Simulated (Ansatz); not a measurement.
C3H7BFN can be A, `N=CBCCF`, or B, `BC(F)CN=C`.

Calculated with Ansatz (gas phase, PBE0-D4/def2-TZVP geometries, no zero-point term in ΔE). CCSD(T)/CBS is the MP2 limit (def2-TZVPP, def2-QZVPP) plus CCSD(T) − MP2 in def2-TZVPP, frozen cores. DFT in def2-TZVPP. B3LYP here is the variant with VWN-RPA as its local correlation; programs differ in this. One conformer a species, not always the lowest.

Q: Which isomer does CCSD(T)/CBS put lower? Give the gap. (Best estimate.)

A: The calculation gave: A, by 74.9 kJ/mol.

Q: Give E(B) − E(A) in kJ/mol with PBE0-D4, CCSD/def2-TZVPP, r2SCAN-D4, MP2/def2-TZVPP, HF/def2-TZVPP, B2PLYP, B3LYP. (Estimate.)

A: Computed: PBE0-D4 73.2, CCSD/def2-TZVPP 74.3, r2SCAN-D4 72.9, MP2/def2-TZVPP 74.4, HF/def2-TZVPP 69.0, B2PLYP 72.7, B3LYP 71.4. None reverses the order clearly.

Largest T1 diagnostic: 0.012.

In def2-TZVPP, CCSD(T) changes the Hartree–Fock value by +5.7 kJ/mol (the triples alone add +0.4 kJ/mol) and MP2 by +5.4 kJ/mol.
